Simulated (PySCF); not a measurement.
Job file and geometry (Å, from GFN2-xTB) of an NMR shielding run on SMILES FB(F)C1=C(F)[C@H]1C[SiH3], C$_{4}$H$_{6}$BF$_{3}$Si, PySCF, GIAO PBE0/pcSseg-1 NMR shielding, non-relativistic, gas phase; density fitting, a coarse starting grid and PySCF grid level 2 are the driver's defaults:

```
$ OMP_NUM_THREADS=1 python probes_run.py task.json out

{"job": {"kind": "nmr", "xc": "PBE0", "basis": "pcSseg-1"}, "charge": 0, "multiplicity": 1}
F      3.496828     1.079304     0.788001
B      2.285168     1.048691     0.264241
F      1.836144     2.221601    -0.142341
C      1.481206    -0.229429     0.132216
C      1.323597    -1.515633     0.350158
F      1.791887    -2.612257     0.893432
C      0.189303    -0.914367    -0.366419
C     -1.128620    -0.653285     0.323474
Si    -1.992491     0.909464    -0.354672
H      0.098707    -1.094217    -1.434493
H     -0.956463    -0.548027     1.395807
H     -1.776323    -1.522494     0.190918
H     -3.232110     1.095392     0.402840
H     -1.109817     2.060876    -0.202145
H     -2.311429     0.682369    -1.766587
```

Problem. What does the program print?

Solution. 
```
coarse grid: 14032 points
cycle   1  E = -769.0882804951  dE =  1.265e+00  |g| = 7.549e-01  |ddm| = 3.541e+00
cycle   2  E = -768.9943897227  dE =  9.389e-02  |g| = 1.073e+00  |ddm| = 1.094e+00
cycle   3  E = -769.1860303982  dE = -1.916e-01  |g| = 1.095e-01  |ddm| = 6.996e-01
cycle   4  E = -769.1881094036  dE = -2.079e-03  |g| = 6.373e-02  |ddm| = 1.537e-01
cycle   5  E = -769.1890231853  dE = -9.138e-04  |g| = 1.605e-02  |ddm| = 5.875e-02
cycle   6  E = -769.1890776035  dE = -5.442e-05  |g| = 3.409e-03  |ddm| = 1.633e-02
cycle   7  E = -769.1890800894  dE = -2.486e-06  |g| = 1.161e-03  |ddm| = 3.791e-03
final grid: 135016 points
cycle   8  E = -769.2567419805  dE = -5.772e-05  |g| = 6.991e-03  |ddm| = 2.922e-02
cycle   9  E = -769.2567327986  dE =  9.182e-06  |g| = 9.759e-03  |ddm| = 1.395e-02
cycle  10  E = -769.2567529357  dE = -2.014e-05  |g| = 1.083e-03  |ddm| = 8.251e-03
cycle  11  E = -769.2567531089  dE = -1.731e-07  |g| = 2.619e-04  |ddm| = 1.094e-03
cycle  12  E = -769.2567531185  dE = -9.604e-09  |g| = 1.311e-04  |ddm| = 3.220e-04
cycle  13  E = -769.2567531223  dE = -3.881e-09  |g| = 4.331e-05  |ddm| = 1.371e-04
cycle  14  E = -769.2567531228  dE = -4.152e-10  |g| = 8.546e-06  |ddm| = 3.673e-05
converged SCF energy = -769.2567531228

GIAO shielding tensors (ppm)
atom      isotropic    diamagn.    paramagn.     s11        s22        s33       span
  0 F      247.259     464.620    -217.361     97.210    279.576    364.991    267.781
  1 B       81.379     194.416    -113.037     72.777     80.789     90.571     17.794
  2 F      255.762     469.665    -213.903     95.151    305.188    366.947    271.796
  3 C      102.632     258.002    -155.370     13.152    117.834    176.910    163.758
  4 C       -6.529     260.363    -266.892   -150.368     59.267     71.515    221.883
  5 F      258.748     470.682    -211.934     77.687    189.540    509.017    431.330
  6 C      152.414     246.985     -94.571    114.647    140.921    201.675     87.029
  7 C      166.846     251.406     -84.559    139.990    166.782    193.767     53.777
  8 Si     423.420     879.713    -456.293    401.198    407.782    461.281     60.083
  9 H       29.105      31.148      -2.043     23.499     27.743     36.074     12.575
 10 H       31.433      31.780      -0.347     27.476     30.280     36.544      9.069
 11 H       30.152      30.175      -0.023     25.417     28.680     36.359     10.942
 12 H       27.780      28.565      -0.785     24.409     25.348     33.583      9.174
 13 H       27.598      29.633      -2.035     23.430     27.203     32.161      8.731
 14 H       27.764      29.085      -1.321     24.758     25.787     32.746      7.987
```

Size and cost of the density-fitted run: 190 basis functions, 56 s wall time on 1 thread of an Arm Neoverse N1, shared host; peak memory 0.83 GiB.
